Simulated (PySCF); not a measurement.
# ORD: `N#CC(Cl)=C=CCl`, C4HCl2N

Molfile (atoms numbered from 1):
```
C4HCl2N
     RDKit          3D

  8  7  0  0  0  0  0  0  0  0999 V2000
    2.6905    1.3501   -0.4396 N   0  0  0  0  0  0  0  0  0  0  0  0
    1.8551    0.5976   -0.1582 C   0  0  0  0  0  0  0  0  0  0  0  0
    0.8331   -0.3409    0.1884 C   0  0  0  0  0  0  0  0  0  0  0  0
    1.4019   -1.9000    0.7068 Cl  0  0  0  0  0  0  0  0  0  0  0  0
   -0.4461   -0.0476    0.1168 C   0  0  0  0  0  0  0  0  0  0  0  0
   -1.7166    0.2398    0.0280 C   0  0  0  0  0  0  0  0  0  0  0  0
   -2.6339    0.9176    1.3181 Cl  0  0  0  0  0  0  0  0  0  0  0  0
   -2.2861    0.0678   -0.8914 H   0  0  0  0  0  0  0  0  0  0  0  0
  1  2  3  0
  2  3  1  0
  3  4  1  0
  3  5  2  0
  5  6  2  0
  6  7  1  0
  6  8  1  0
M  END
```

Computed with TDDFT CAM-B3LYP/def2-TZVPD circular dichroism and optical rotation, one conformer, gas phase (PySCF 2.14.0). Geometry: PBE0-D3(BJ)/def2-SVP.

No stereocentre is labelled: unless the shape is locked (an allene, a helicene, a hindered biaryl), the mirror image is equally populated and a measured rotation or CD is zero. Singlets 8 and 9 lie within 0.01 eV of each other, so their separate moments and overlaps can depend on how they mix.

Task: What is the specific rotation at 633, 589.3, 546, 436, 405, 365, 355 nm?

Result: [α] in deg dm⁻¹ (g/mL)⁻¹:
| λ (nm) | origin-invariant length gauge | modified velocity gauge | length gauge (centre of mass) | isotropic polarisability (au) |
| --- | --- | --- | --- | --- |
| 633 | +39.7 | +41.6 | +37.3 | 93.0 |
| 589.3 | +47.1 | +49.3 | +44.2 | 93.6 |
| 546 | +56.8 | +59.4 | +53.3 | 94.5 |
| 436 | +102.1 | +106.7 | +95.8 | 98.1 |
| 405 | +125.3 | +130.9 | +117.6 | 99.8 |
| 365 | +168.6 | +176.1 | +157.8 | 103.0 |
| 355 | +182.4 | +190.5 | +170.5 | 104.1 |

Task: And for the mirror image at 589.3 nm?

Result: -47.1 deg dm⁻¹ (g/mL)⁻¹ (origin-invariant length gauge): the same size and the opposite sign.

Task: What is the molar rotation [Φ] = [α]·M/100 of the geometry above at 589.3 nm?

Result: With M = 133.96 g/mol, +63.1 deg cm² dmol⁻¹ (origin-invariant length gauge).

The first excitation lies at 4.63 eV (268 nm) with R = -0.9 × 10⁻⁴⁰ esu² cm² (velocity form).
